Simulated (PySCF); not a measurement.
**Heteronuclear NMR**

Atom-mapped SMILES (the numbers label the heavy atoms): `[BH3-:1][P@@+:2]([CH3:3])([c:4]1[cH:5][cH:6][c:7]([Cl:8])[cH:9][cH:10]1)[C:11]([CH3:12])([CH3:13])[CH3:14]`; H(Xn) means a hydrogen on atom n.

Level of theory: GIAO PBE0/pcSseg-1 shieldings, PBE0-D3(BJ)/def2-SVP structure, in PySCF (non-relativistic, single conformer, fast rotation and ring inversion assumed for equivalent nuclei, gas phase).

Q: Predict the ³¹P NMR data.

A: 
```json
{"atoms": "P2", "environment": "phosphorus bonded to 3 C, B", "σ (ppm)": "305.6", "δ (ppm)": "16.3"}
```

Shieldings were converted by a linear fit to measured shifts: ³¹P: δ = 282.38 − 0.871σ (rms 18.7 ppm, 97 shifts vs H3PO4, solution or neat liquid). A few per cent of atoms miss by over 2 rms, more outside the fitted compound classes.

On a 400 MHz spectrometer ³¹P resonates near 161.9 MHz, so 1 ppm is 161.9 Hz.
